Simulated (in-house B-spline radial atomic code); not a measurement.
## Ionising F V (F4+) with different functionals

Computed with a B-spline radial code for spherical atoms: scalar-relativistic (spin-free X2C) Hamiltonian, Fermi nucleus of rms radius 2.8976 fm, spin-polarised at highest spin, spherical fractional occupations for the functionals, the average over the highest-spin determinants for Hartree-Fock. The ionisation energy is the difference of two self-consistent energies, [He] 2s2 2p1 → [He] 2s2, without Breit or QED terms; ε is the level of the shell that loses the electron (its least bound occupied spin orbital).

Hybrids are left out here: with spherical fractional occupations of an open shell their exact exchange keeps a self-interaction that integer-occupation calculations don't have.

| method | rung | ΔSCF (eV) | -ε(2p) (eV) |
| --- | --- | --- | --- |
| Hartree-Fock | Hartree-Fock | 114.12 | 114.77 |
| LDA VWN5 | LDA | 114.52 | 100.93 |
| LDA PW92 | LDA | 114.51 | 100.92 |
| LDA exchange-only | LDA | 112.81 | 99.35 |
| PBE | GGA | 114.49 | 100.88 |
| PBEsol | GGA | 114.20 | 100.68 |
| BLYP | GGA | 114.70 | 101.06 |
| RPBE | GGA | 114.33 | 100.79 |
| PW91 | GGA | 114.67 | 101.08 |
| BP86 | GGA | 114.49 | 100.93 |
| AM05 | GGA | 114.13 | 100.65 |
| OLYP | GGA | 114.31 | 100.99 |
| TPSS | meta-GGA | 114.26 | 100.93 |
| SCAN | meta-GGA | 114.02 | 101.02 |
| r2SCAN | meta-GGA | 113.93 | 100.97 |
| revTPSS | meta-GGA | 113.96 | 100.69 |

How do they compare with the NIST value?

NIST lists 114.25 eV ± 0.006 (semi-empirical, ground level to ground level). Errors run from -1.44 to +0.45 eV; TPSS is closest (+0.01 eV), but part of that can be cancellation, since the calculations leave out spin-orbit coupling, Breit-QED terms, multiplet and fine-structure energies. Hartree-Fock also lacks correlation.
